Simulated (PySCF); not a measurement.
Mg(iPr)(OH) (C₃H₈MgO), SMILES [OH][Mg][CH](C)C.

The structure is a stationary point at r2SCAN-D4/def2-SVP. One conformer was computed; it need not be the lowest.

Computed with PBE/def2-TZVP in PySCF.

Computed frontier levels, gap, dipole moment and polarisability:
The highest occupied level is -5.26 eV and the lowest empty level is -1.48 eV. The orbital gap is 3.78 eV. The dipole moment comes out as 0.16 D and the quadrupole, principal values (traceless, Buckingham form, about the centre of nuclear charge) is -4.47, 1.54, 2.93 D·Å. The mean static polarisability comes out as 71.5 bohr³ (10.60 Å³) and the polarisability, principal values comes out as 59.2, 68.1, 87.3 bohr³.
